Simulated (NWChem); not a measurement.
Species: GeSiH$_{5}$Cl; SMILES [SiH3][GeH2][Cl]

```xyz
8

Si     0.5825    -1.9252     0.0125
Ge    -0.6544     0.1107     0.0692
Cl     0.6964     1.6528    -0.6684
H     -0.2707    -3.0497     0.5053
H      1.0050    -2.1977    -1.3924
H      1.7831    -1.7886     0.8879
H     -1.0779     0.5393     1.4856
H     -1.8793     0.1179    -0.8629
```
Atoms are numbered in this order, from 1.

Level: PBE0/def2-SVP (NWChem), optimised geometry, unscaled harmonic frequencies. 

Q: List the harmonic frequencies with IR intensities, and the thermochemistry.

A: 
```json
[
 {"frequency (cm⁻¹)": "95", "IR intensity (km/mol)": "2.5"},
 {"frequency (cm⁻¹)": "99", "IR intensity (km/mol)": "0.2"},
 {"frequency (cm⁻¹)": "347", "IR intensity (km/mol)": "16.4"},
 {"frequency (cm⁻¹)": "355", "IR intensity (km/mol)": "2.2"},
 {"frequency (cm⁻¹)": "419", "IR intensity (km/mol)": "53.3"},
 {"frequency (cm⁻¹)": "506", "IR intensity (km/mol)": "13.7"},
 {"frequency (cm⁻¹)": "551", "IR intensity (km/mol)": "0.0"},
 {"frequency (cm⁻¹)": "667", "IR intensity (km/mol)": "3.0"},
 {"frequency (cm⁻¹)": "743", "IR intensity (km/mol)": "208.0"},
 {"frequency (cm⁻¹)": "848", "IR intensity (km/mol)": "218.7"},
 {"frequency (cm⁻¹)": "886", "IR intensity (km/mol)": "29.1"},
 {"frequency (cm⁻¹)": "931", "IR intensity (km/mol)": "38.6"},
 {"frequency (cm⁻¹)": "932", "IR intensity (km/mol)": "48.1"},
 {"frequency (cm⁻¹)": "2153", "IR intensity (km/mol)": "91.8"},
 {"frequency (cm⁻¹)": "2161", "IR intensity (km/mol)": "98.1"},
 {"frequency (cm⁻¹)": "2228", "IR intensity (km/mol)": "64.7"},
 {"frequency (cm⁻¹)": "2246", "IR intensity (km/mol)": "63.3"},
 {"frequency (cm⁻¹)": "2255", "IR intensity (km/mol)": "77.3"}
]
```

```yaml
zero_point_energy: 26.3 kcal/mol
thermal correction to the enthalpy at 298.15 K (with zero-point energy): 30.8 kcal/mol
heat capacity Cv: 20.5 cal/(mol K)
entropy at 298.15 K and 1 atm (symmetry number 1): 80.3 cal/(mol K)
dipole_moment: 2.07 D
```

Rigid rotor and harmonic oscillator; modes under 100 cm⁻¹ make the entropy uncertain.
